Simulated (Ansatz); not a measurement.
`BC#CF` + H₂Te → `B[TeH]` + `C#CF`  (ligand exchange at a B–C bond)

Gas-phase electronic energies from Ansatz, PBE0-D4/def2-TZVP geometries. CBS: MP2 limit from def2 TZ/QZ plus the TZ coupled-cluster correction, frozen cores. This one scheme is used for every species. Elements past krypton have def2 core potentials. For Te outer-core shells are correlated without core-valence functions, which leaves a few kJ/mol of doubt a bond.

`BC#CF`:

```xyz
6

B     0.922    0.655   -0.268
C    -0.265   -0.188    0.077
C    -1.222   -0.868    0.356
F    -2.224   -1.581    0.647
H     0.866    1.413   -1.189
H     1.922    0.569    0.378
```

H₂Te:

Cartesian coordinates in Å:
```
Te -0.273 0.637 -0.353
H -0.159 0.134 1.220
H 0.432 -0.771 -0.867
```

`B[TeH]`:

Cartesian coordinates in Å:
```
B 0.150 0.645 -0.293
Te 0.669 -1.183 0.597
H -0.990 0.918 -0.493
H 1.053 1.368 -0.575
H -0.882 -1.748 0.764
```

`C#CF`:

Cartesian coordinates in Å:
```
C -0.542 -0.355 0.013
C 0.455 0.298 -0.011
F 1.517 0.994 -0.037
H -1.431 -0.937 0.035
```

| species | CCSD(T)/CBS(def2) energy (Eh) |
| --- | --- |
| `BC#CF` | -201.77815 |
| H₂Te | -268.91024 |
| `B[TeH]` | -294.31292 |
| `C#CF` | -176.38388 |

Work out ΔE.

ΔE = (-294.31292) + (-176.38388) − (-201.77815) − (-268.91024) = -0.00841 Eh = -22.1 kJ/mol.

What do rigid-rotor, harmonic-oscillator terms from PBE0-D4/def2-TZVP frequencies (298.15 K, 1 bar) make of the CCSD(T)/CBS value? (Best estimate.)

Computed: ΔZPE = +10.5 kJ/mol, ΔH = -13.9 kJ/mol, ΔS = -6 J/(mol·K), ΔG = -12.2 kJ/mol.

Largest T1 diagnostic among the species: 0.015.

At CCSD(T), def2-SVP lies +6.3 kJ/mol from the extrapolated value and def2-TZVPP +1.9 kJ/mol. In def2-TZVPP, CCSD(T) changes the Hartree–Fock value by −17.7 kJ/mol (the triples alone add −2.7 kJ/mol) and MP2 by −20.2 kJ/mol.
